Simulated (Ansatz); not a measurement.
Relaxation of BF₂H₃O (7 atoms, charge 0, multiplicity 1), to a largest force component of 0.03 eV/Å in at most 50 steps.

Method: RKS PBE0-D4/cc-pVDZ in Ansatz 0.2.0.

```xyz
7
Properties=species:S:1:pos:R:3:forces:R:3
B -0.029 -0.251 0.163 -0.02 -0.34 1.08
O -0.001 -0.486 1.519 -0.03 -0.09 -0.98
H -0.889 -0.469 1.896 0.00 -0.02 -0.05
F 1.110 -0.242 -0.511 0.04 0.00 -0.03
F -1.170 -0.079 -0.507 -0.03 0.01 0.00
H 0.049 2.105 0.589 -0.22 1.15 -1.43
H 0.143 1.703 1.177 0.25 -0.71 1.40
```

**Question.** Where does it end, and by what steps?

**Answer.** The forces met the threshold. After 6 steps the energy has fallen by 0.148 eV; H7 moved furthest, 0.47 Å.

| step | energy less start (eV) | largest force component (eV/Å) | accepted |
| --- | --- | --- | --- |
| 0 | 0.0000 | 1.426 | yes |
| 1 | -0.1191 | 0.583 | yes |
| 2 | -0.1386 | 0.399 | yes |
| 3 | -0.1451 | 0.148 | yes |
| 4 | -0.1467 | 0.069 | yes |
| 5 | -0.1470 | 0.098 | yes |
| 6 | -0.1479 | 0.019 | yes |

```xyz
7
Properties=species:S:1:pos:R:3
B -0.045 -0.439 0.153
O -0.027 -0.672 1.480
H -0.913 -0.644 1.858
F 1.094 -0.441 -0.527
F -1.180 -0.213 -0.516
H 0.035 2.534 0.626
H 0.248 2.155 1.252
```

Run time: 14 s on 1 thread of Arm Neoverse V2 (shared host), peak memory 0.14 GiB.
